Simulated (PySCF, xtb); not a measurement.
dibromo(dichloro)methane (CBr2Cl2), SMILES ClC(Br)(Br)Cl.

GFN2-xTB run with xtb at its own geometry gives an orbital gap of 3.67 eV and a dipole moment of 2.73 D.

The structure is a stationary point at ωB97X-D3(BJ)/def2-SVP.

Problem. What does PBE/def2-TZVP run with PySCF give? (An estimate is asked for; the answer gives what the named calculation found.)

Solution. gap 3.98 eV (levels -7.03 and -3.05 eV), dipole 0.03 D.
